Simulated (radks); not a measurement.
Results of a calculation; reference values are marked as such.
Species: Nb31+. Configuration: 2s2 2p6 3p2 (not the ground configuration).

Level of theory: Dirac Kohn-Sham, HCTH/407, spin-unpolarised, spherical densities, point nucleus; open shells fill j = l - 1/2 first (a radial shooting solver on a logarithmic mesh with Libxc functionals).

Energy parts (eV):
part                      energy
total                 -45163.987
kinetic                46738.142
electron-nucleus      -98212.706
Hartree                 7541.934
exchange-correlation   -1231.356

Orbitals (lengths in bohr, moments of r in powers of bohr; <r^-3> diverges for s and p1/2):
orbital  occ.  eigenvalue (eV)  <r^-3>  small-component weight
2s1/2       2        -4474.957       -                5.08e-03
2p1/2       2        -4343.679       -                5.13e-03
2p3/2       4        -4228.331    2599                4.99e-03
3p1/2       2        -1729.328       -                1.90e-03
3p3/2       0        -1700.872   652.4                1.86e-03

The highest occupied level is 3p1/2 at -1729.3 eV. The density falls to 0.001 e/bohr^3 at r = 0.90 bohr. Summed over all electrons, <r^2> = 0.4443 bohr^2, which gives a Langevin (diamagnetic) susceptibility term of -0.352 x 10^-6 cm^3/mol.

Run on one thread of a shared host, so times are rough (Arm Neoverse N1): 0.07 s of CPU time, 0.07 s wall, 13 iterations on 2476 mesh points.
